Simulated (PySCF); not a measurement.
Structure with atom numbers: `[CH3:1][O:2][Si@@H:3]([NH2:4])[O:5][C@@H:6]([CH3:7])[CH:8]=[O:9]` (H(Xn): hydrogen on atom n).

[PySCF 2.14: coordinates at the GFN2-xTB level; GIAO PBE0/pcSseg-1 shieldings; one computed conformer; isolated molecule; non-relativistic; averaged over atoms made equivalent by symmetry, fast rotation or ring inversion]

Task: Predict the 2D correlation tables (HSQC, COSY, HMBC).

Result: 

HSQC (one-bond C–H):
```csv
δH,δC
10.29 (H(C8)),216.1 (C8)
4.35 (H(C6)),75.5 (C6)
3.86 (H(C1)),50.4 (C1)
1.32 (H(C7)),20.1 (C7)
```

COSY cross peaks (H two or three bonds apart, from the bond graph; peaks can be absent where the dihedral angle is near 90°):
```csv
δH,δH
10.29 (H(C8)),4.35 (H(C6))
4.35 (H(C6)),1.32 (H(C7))
```

HMBC (two and three bonds, from the bond graph):
```csv
δH,δC
10.29 (H(C8)),"75.5 (C6), 20.1 (C7)"
5.13 (H(Si3)),"75.5 (C6), 50.4 (C1)"
4.35 (H(C6)),"216.1 (C8), 20.1 (C7)"
1.32 (H(C7)),"216.1 (C8), 75.5 (C6)"
```

Chemical shifts δ = σref − σ; TMS for 1H (σref 31.72) and 13C (σref 186.93), all at this level.

OH/NH shifts are gas-phase values; hydrogen bonding in solution moves them, usually downfield. Shifts are as computed. Against solution values, carbons near 30 ppm lie about +3 ppm off and those near 130 ppm about +5 ppm. Of 1309 compounds with measured shifts, 239 miss one by over three times the rms of a fit or turn the order of signals round; such compounds aren't used in these exercises.
